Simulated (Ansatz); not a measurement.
`C[SiH](F)[SiH2]O`. The species carries charge 0 and has multiplicity 1. All single points use the PBE0-D4/def2-TZVP geometry. It is one conformer, not always the lowest.

```xyz
12

C    -1.673    0.902   -0.067
Si   -0.246    0.244    0.929
F     0.661    1.495    1.402
Si    1.155   -1.190   -0.304
O     1.819   -0.406   -1.602
H    -2.248    1.630    0.510
H    -1.326    1.381   -0.985
H    -2.342    0.082   -0.345
H    -0.747   -0.419    2.167
H     2.210   -1.760    0.586
H     0.368   -2.315   -0.875
H     2.369    0.356   -1.416
```

Q: What is the dipole moment at PBE/def2-TZVPP? (Best estimate.)

A: Ansatz gave: 0.74 D, with components (-0.63, 0.30, -0.22) D in this frame, pointing from negative to positive charge.

Q: And with r2SCAN, B3LYP, ωB97M-V? (Estimate.)

A: The calculation gave: r2SCAN 0.74 D, B3LYP 0.71 D, ωB97M-V 0.70 D.

Q: Give the Mulliken charges with PBE, ωB97M-V, r2SCAN in def2-TZVPP. (An estimate is asked.)

A: Computed: 
| atom | PBE | ωB97M-V | r2SCAN |
| --- | --- | --- | --- |
| C1 | -0.38 | -0.45 | -0.31 |
| Si2 | 0.45 | 0.46 | 0.52 |
| F3 | -0.30 | -0.33 | -0.34 |
| Si4 | 0.30 | 0.29 | 0.39 |
| O5 | -0.35 | -0.38 | -0.42 |
| H6 | 0.11 | 0.13 | 0.08 |
| H7 | 0.11 | 0.13 | 0.08 |
| H8 | 0.11 | 0.12 | 0.08 |
| H9 | -0.10 | -0.06 | -0.11 |
| H10 | -0.08 | -0.05 | -0.10 |
| H11 | -0.07 | -0.03 | -0.08 |
| H12 | 0.19 | 0.18 | 0.20 |

B3LYP here is the variant with VWN-RPA as its local correlation; programs differ in this.
